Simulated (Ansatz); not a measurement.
Reaction (redistribution): `FB([SiH3])[SeH]` + `O[SiH](F)N[SiH3]` → `O[SiH]([SiH3])N[SiH3]` + `FB(F)[SeH]`

Isolated molecules relaxed with PBE0-D4/def2-TZVP in Ansatz; ΔE leaves out vibrations. CBS: MP2 limit from def2 TZ/QZ plus the TZ coupled-cluster correction, frozen cores. Functionals use def2-TZVPP. B3LYP here is the variant with VWN-RPA as its local correlation; programs differ in this. For Se outer-core shells are correlated without core-valence functions, which leaves a few kJ/mol of doubt a bond. Scalar relativity is left out up to krypton. One conformer a species, not always the lowest.

`FB([SiH3])[SeH]`:

Cartesian coordinates in Å:
```
F 0.387 -1.897 0.005
B -0.196 -0.710 -0.098
Si 0.831 0.995 0.298
Se -2.055 -0.602 -0.633
H -0.043 2.183 0.108
H 1.325 0.978 1.702
H 2.004 1.107 -0.611
H -2.253 -2.054 -0.772
```

`O[SiH](F)N[SiH3]`:

```xyz
11

O     0.622   -1.852   -1.672
Si   -0.397   -0.727   -1.083
F    -1.439   -1.358   -0.050
N     0.391    0.482   -0.175
Si   -0.033    1.106    1.389
H     1.254   -2.249   -1.070
H    -1.147   -0.252   -2.257
H     1.179    0.933   -0.616
H     0.275    0.145    2.481
H     0.773    2.337    1.596
H    -1.478    1.436    1.457
```

`O[SiH]([SiH3])N[SiH3]`:

```xyz
14

O     2.351   -0.789   -0.303
Si    1.183    0.378   -0.239
Si   -0.365    0.067   -1.981
N     0.351    0.453    1.270
Si   -1.236   -0.088    1.681
H     2.067   -1.703   -0.251
H     1.964    1.627   -0.410
H    -1.563    0.938   -1.835
H    -0.815   -1.351   -2.054
H     0.306    0.400   -3.268
H     0.887    0.853    2.029
H    -1.207   -1.021    2.840
H    -1.774   -0.800    0.493
H    -2.149    1.034    2.030
```

`FB(F)[SeH]`:

Z-matrix (Å, degrees):
```
B
F 1 1.317
Se 1 1.941 2 119.0
F 1 1.317 2 118.4 3 -180.0
H 3 1.467 1 93.2 2 180.0
```

| level | ΔE (kJ/mol) | difference from CCSD(T)/CBS |
| --- | --- | --- |
| PBE-D4 | 0.9 | -15.5 |
| r2SCAN-D4 | 9.8 | -6.6 |
| PBE0-D4 | 2.3 | -14.1 |
| B3LYP-D4 | 9.4 | -7.0 |
| ωB97X-V | 9.6 | -6.8 |
| ωB97M-V | 11.1 | -5.3 |
| B2PLYP | 15.7 | -0.7 |
| PBE | 4.6 | -11.8 |
| r2SCAN | 11.0 | -5.4 |
| PBE0 | 5.7 | -10.7 |
| B3LYP | 15.1 | -1.3 |
| HF/def2-TZVPP | 19.7 | 3.3 |
| MP2/def2-TZVPP | 14.6 | -1.8 |
| SCS-MP2/def2-TZVPP | 16.6 | 0.2 |
| CCSD/def2-TZVPP | 13.7 | -2.7 |
| CCSD(T)/def2-TZVPP | 12.4 | -4.0 |
| HF/def2-QZVPP | 21.3 | 4.9 |
| MP2/def2-QZVPP | 17.5 | 1.1 |
| SCS-MP2/def2-QZVPP | 19.3 | 2.9 |
| HF/CBS(def2) | 21.6 | 5.2 |
| MP2/CBS(def2) | 18.7 | 2.3 |
| CCSD/CBS(def2) | 17.7 | 1.3 |
| CCSD(T)/CBS | 16.4 | 0 |

Largest T1 diagnostic among the species: 0.013.

In def2-TZVPP, CCSD(T) changes the Hartree–Fock value by −7.4 kJ/mol (the triples alone add −1.3 kJ/mol) and MP2 by −5.1 kJ/mol. The D4 term adds −5.7 kJ/mol with B3LYP and −3.4 kJ/mol with PBE0; it sums over pairs of atoms, weighted by their polarisabilities, and B3LYP, whose exchange is more repulsive, gets the larger term.
